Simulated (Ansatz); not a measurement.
Calculated with Ansatz (gas phase, PBE0-D4/def2-TZVP geometries, no zero-point term in ΔE). CCSD(T)/CBS is the MP2 limit (def2-TZVPP, def2-QZVPP) plus CCSD(T) − MP2 in def2-TZVPP, frozen cores. DFT in def2-TZVPP. B3LYP here is the variant with VWN-RPA as its local correlation; programs differ in this. Each species was taken in one conformer, which may not be the lowest.

`OC#CC[SiH3]` → `C#C[SiH2]CO`  (isomerisation)

`OC#CC[SiH3]`:

Cartesian coordinates in Å:
```
O 1.103 -0.712 -2.933
C 0.939 -0.299 -1.704
C 0.731 0.058 -0.577
C 0.418 0.463 0.779
Si -1.346 -0.045 1.225
H 1.988 -0.488 -3.241
H 1.102 0.004 1.501
H 0.506 1.548 0.901
H -2.308 0.606 0.300
H -1.487 -1.519 1.129
H -1.647 0.383 2.620
```

`C#C[SiH2]CO`:

```xyz
11

C    -1.200   -0.421    2.203
C    -0.987    0.079    1.125
Si   -0.566    0.772   -0.517
C     0.865   -0.283   -1.155
O     1.900   -0.395   -0.192
H    -1.402   -0.853    3.156
H    -1.754    0.691   -1.406
H    -0.163    2.188   -0.337
H     0.494   -1.269   -1.471
H     1.306    0.184   -2.040
H     1.507   -0.693    0.635
```

| level | ΔE (kcal/mol) | difference from CCSD(T)/CBS |
| --- | --- | --- |
| LDA (SPW92) | -4.8 | 9.0 |
| PBE-D4 | -8.5 | 5.3 |
| BLYP-D4 | -11.4 | 2.4 |
| r2SCAN-D4 | -10.6 | 3.2 |
| B3LYP-D4 | -10.9 | 2.9 |
| BLYP | -10.7 | 3.1 |
| B3LYP | -10.3 | 3.5 |
| LC-ωPBE | -8.1 | 5.7 |
| MP2/def2-SVP | -7.0 | 6.8 |
| CCSD/def2-SVP | -7.7 | 6.1 |
| HF/def2-TZVPP | -11.4 | 2.4 |
| MP2/def2-TZVPP | -12.6 | 1.2 |
| HF/def2-QZVPP | -11.6 | 2.2 |
| MP2/def2-QZVPP | -13.1 | 0.7 |
| SCS-MP2/def2-QZVPP | -13.7 | 0.1 |
| CCSD/CBS(def2) | -13.5 | 0.3 |
| CCSD(T)/CBS | -13.8 | 0 |

Largest T1 diagnostic among the species: 0.012.

At CCSD(T), def2-SVP lies +6.1 kcal/mol from the extrapolated value and def2-TZVPP +0.8 kcal/mol. From r2SCAN to r2SCAN0 (25 % exact exchange), in def2-TZVPP and without D4, ΔE moves by +0.8 kcal/mol.
